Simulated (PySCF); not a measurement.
# ECD: `[H]/N=C/C[C@@H]1C[C@]12C[SiH2]2`, C$_{6}$H$_{11}$NSi

Molfile (atoms numbered from 1):
```
C6H11NSi
     RDKit          3D

 19 20  0  0  0  0  0  0  0  0999 V2000
   -3.2698    0.3571    1.2966 N   0  0  0  0  0  0  0  0  0  0  0  0
   -2.0887   -0.0032    1.0807 C   0  0  0  0  0  0  0  0  0  0  0  0
   -1.5048    0.0742   -0.2906 C   0  0  0  0  0  0  0  0  0  0  0  0
   -0.1970    0.8384   -0.2673 C   0  0  2  0  0  0  0  0  0  0  0  0
    0.7889    0.6693   -1.3929 C   0  0  0  0  0  0  0  0  0  0  0  0
    1.0875    0.1163   -0.0422 C   0  0  2  0  0  0  0  0  0  0  0  0
    1.3312   -1.3329    0.3495 C   0  0  0  0  0  0  0  0  0  0  0  0
    2.4760   -0.0718    1.1832 Si  0  0  0  0  0  4  0  0  0  0  0  0
   -3.5888    0.2779    2.2602 H   0  0  0  0  0  0  0  0  0  0  0  0
   -1.3959   -0.3789    1.8491 H   0  0  0  0  0  0  0  0  0  0  0  0
   -2.2264    0.5508   -0.9570 H   0  0  0  0  0  0  0  0  0  0  0  0
   -1.3150   -0.9424   -0.6460 H   0  0  0  0  0  0  0  0  0  0  0  0
   -0.2923    1.8349    0.1524 H   0  0  0  0  0  0  0  0  0  0  0  0
    1.3297    1.5381   -1.7412 H   0  0  0  0  0  0  0  0  0  0  0  0
    0.5406   -0.0289   -2.1811 H   0  0  0  0  0  0  0  0  0  0  0  0
    0.5488   -1.8215    0.9169 H   0  0  0  0  0  0  0  0  0  0  0  0
    1.7063   -1.9797   -0.4340 H   0  0  0  0  0  0  0  0  0  0  0  0
    3.8466    0.0459    0.7206 H   0  0  0  0  0  0  0  0  0  0  0  0
    2.2134    0.2658    2.5715 H   0  0  0  0  0  0  0  0  0  0  0  0
  9  1  1  0
  1  2  2  0
  2  3  1  0
  3  4  1  0
  4  5  1  0
  6  5  1  6
  6  7  1  0
  7  8  1  0
  6  4  1  0
  8  6  1  0
  2 10  1  0
  3 11  1  0
  3 12  1  0
  4 13  1  1
  5 14  1  0
  5 15  1  0
  7 16  1  0
  7 17  1  0
  8 18  1  0
  8 19  1  0
M  END
```

Method used: TDDFT wB97X-D/def2-SVPD circular dichroism and optical rotation, one conformer, gas phase (PySCF). Geometry: GFN2-xTB.

The molecule is flexible and this is one conformer; a measurement averages over conformers.

Task: Assign R or S to each stereocentre.

Result: C4 R, C6 R.

Task: Which excitations and rotatory strengths does the calculation give?

Result: Rotatory strengths R in 10⁻⁴⁰ esu² cm², velocity form and length form (origin at the centre of mass); f in length form.
```tsv
state	E (eV)	λ (nm)	f	R (velocity)	R (length)	main
1	5.28	235	0.002	+14.8	+14.7	HOMO−1→LUMO+1 0.84
2	6.18	201	0.244	-14.4	-12.2	HOMO→LUMO 0.92
3	6.65	186	0.0004	+1.2	+1.2	HOMO→LUMO+2 0.62, HOMO→LUMO+3 0.18
4	6.85	181	0.006	-1.9	-1.7	HOMO→LUMO+1 0.80
5	7.03	176	0.009	+3.9	+2.4	HOMO−2→LUMO 0.51, HOMO→LUMO+2 0.12
6	7.14	174	0.009	-13.2	-13.7	HOMO→LUMO+6 0.65
7	7.28	170	0.037	-23.6	-21.5	HOMO→LUMO+3 0.52, HOMO→LUMO+4 0.14
8	7.36	168	0.016	+7.8	+6.6	HOMO−3→LUMO 0.34, HOMO−1→LUMO+2 0.17
```

Among the states computed, the strongest CD band (largest |R|) is state 7. The largest dissymmetry factor in size, g = 4R/(D+G), with D and G the electric and magnetic dipole strengths, is +0.042 for state 3 (velocity form, f = 0.0003), among bands with |R| over 0.5. The mirror image has the same energies and oscillator strengths and all R with the opposite sign.
